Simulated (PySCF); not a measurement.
## Potential energy of SrAs along the bond

Set-up: Sr def2-SVP with ECP28, As def2-SVP; scalar-relativistic core potentials (PySCF 2.14). Energies in eV from Sr + As in their ground configurations at the same level. State: ²Π (doublet), unpaired electrons π ↑.

Curves on a restricted Hartree–Fock reference rise too fast on stretching and do not dissociate correctly.

```csv
R (Å),ROHF-MP2,PBE0
2.377,0.7270,-0.326
2.488,0.1942,-0.790
2.598,-0.1196,-1.041
2.681,-0.2495,-1.128
2.764,-0.3115,-1.151
2.847,-0.3206,-1.128
2.958,-0.2683,-1.045
3.096,-0.1232,-0.890
3.261,0.1323,-0.664
3.483,0.5341,-0.338
```

Question: Put a parabola through the three lowest points of the ROHF-MP2 curve and estimate Re, k and ωe (reduced mass 40.45 u; 1 eV/Å² = 0.16022 mdyn/Å; ωe = 1302.8·√(k/μ) cm⁻¹).

Answer: Through R = 2.764, 2.847, 2.958 Å the second-order coefficient is 2.99 eV/Å², so Re ≈ 2.824 Å, k ≈ 0.959 mdyn/Å and ωe ≈ 201 cm⁻¹. A polynomial fit of higher order to the unrounded ROHF-MP2 energies gives Re = 2.821 Å, k = 1.06 mdyn/Å, ωe = 211 cm⁻¹; anharmonicity and rounding make the difference.

The higher-order fit for each curve: ROHF-MP2: Re = 2.821 Å, ωe = 211 cm⁻¹, De = 0.323 eV; PBE0: Re = 2.760 Å, ωe = 215 cm⁻¹, De = 1.15 eV.

⟨S²⟩ is raised (SrAs 0.97), so spin contamination touches these numbers. Correlated steps freeze 9 core orbitals. Correlated levels converge slowly with the basis: in double zeta they bind strong bonds too weakly, by up to about 1 eV, and carry superposition errors of some tenths. ⟨S²⟩ of the unrestricted solution departs from its pure value on part of the curve, where spin states mix. Spin–orbit coupling is left out. The state was picked by a PBE0 search and need not be the measured ground state.
